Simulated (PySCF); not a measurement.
**Vertical excitation energies**

C₄H₈BNSi.
SMILES: `B[SiH2]n1cccc1`

Computed with TDDFT PBE0/def2-SVPD, vertical, gas phase, core orbitals frozen in the response in PySCF 2.14.0, density-fitted response routines. The structure is a single PBE0-D3(BJ)/def2-SVP conformer in the gas phase; no vibrational or solvent corrections. Torsions of this conformer, `[BH2:1][SiH2:2][n:3]1[cH:4][cH:5][cH:6][cH:7]1`: B1–Si2–N3–C4 -82°.

**Question.** What does the calculation give for the low-lying excited states?

**Answer.** 

```tsv
state	E (eV)	E (kJ/mol)	λ (nm)	f	|μ| (D)	main configurations (H = HOMO, L = LUMO)
S1	2.66	256	466.6	0.016	1.27	H→L (100%)
S2	3.23	312	383.9	0.0002	0.14	H-1→L (96%)
S3	4.60	444	269.6	0.0024	0.37	H-2→L (94%)
S4	5.39	520	230.2	0.0004	0.14	H→L+1 (93%)
S5	5.45	526	227.6	0.0004	0.15	H-4→L (89%)
S6	6.09	588	203.6	0.012	0.72	H→L+3 (95%)
S7	6.10	589	203.2	0.028	1.10	H-1→L+1 (94%)
S8	6.21	599	199.7	0.084	1.89	H→L+2 (88%)
S9	6.36	613	195.1	0.054	1.49	H-3→L (95%)
```

Triplets (Tamm–Dancoff): T1 2.59 eV, H→L (100%); T2 2.78 eV, H-1→L (72%), H-2→L (26%); T3 4.04 eV, H-2→L (68%), H-1→L (25%); T4 4.17 eV, H→L+2 (74%), H→L+1 (16%).

The lowest singlet lies at 2.66 eV (467 nm, visible) and is weak; its leading configuration is HOMO→LUMO (100%). The most intense listed level is S8 at 6.21 eV (200 nm, f = 0.084), 3.55 eV above S1. S6/S7 lie within about 0.01 eV of each other. Löwdin shares by element: HOMO carbon 83% (atoms not listed hold the other 17%); LUMO boron 57%, silicon 18%, hydrogen 18% or more. Orbital energies (eV): HOMO-3 -10.04, HOMO-2 -8.87, HOMO-1 -6.97, HOMO -6.20, LUMO -2.71, LUMO+1 0.25, LUMO+2 0.67. The listed states span 3.70 eV, and the widest gap between neighbours is 1.37 eV (S2 to S3). Weighted by f, the mean energy of these states is 5.91 eV. 2 computed singlets (S1 to S2) lie in the visible range (380 to 750 nm), the largest f among them at 467 nm, f = 0.016; light of that wavelength is blue, and its complementary colour is yellow; a Tamm–Dancoff triplet lies at 479 nm, without intensity as long as spin–orbit coupling is left out. All these states lie below the vertical ionisation energy of 8.10 eV (ΔSCF). Orbitals of the list HOMO-3 to LUMO+2 that lie within 0.01 eV of each other are written together with a slash and their weights summed (≥ marks a lower bound); for degenerate orbitals outside that list single weights are arbitrary. Singlets were solved by full linear response, triplets in the Tamm–Dancoff approximation. The highest level found (6.41 eV, f 0.027 so far) is left out, since the window may have cut off a degenerate partner.
